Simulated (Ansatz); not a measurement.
Ansatz results at the PBE0-D4/def2-TZVP geometry: LUMO energy (B3LYP/def2-TZVPP) -1.70 eV; LUMO energy (ωB97M-V/def2-TZVPP) 0.32 eV; HOMO–LUMO gap (PBE/def2-TZVPP) 6.23 eV.

Each molecule was computed in one conformer, which needn't be the lowest.

Which molecule gave them?
A. `CC(C)=[O+][AlH3-]`
B. `[NH3+][In-]([Cl])([Cl])[Cl]`
C. `[NH3+][Al-]([F])([F])[F]`
D. `[F][Ga-]([F])([F])[OH+][SiH3]`

D. The others give `[NH3+][Al-]([F])([F])[F]`: -0.87, 0.92, 6.96; `[NH3+][In-]([Cl])([Cl])[Cl]`: -1.96, 0.26, 4.73; `CC(C)=[O+][AlH3-]`: -2.31, 0.20, 2.90.

B3LYP here is the variant with VWN-RPA as its local correlation; programs differ in this.
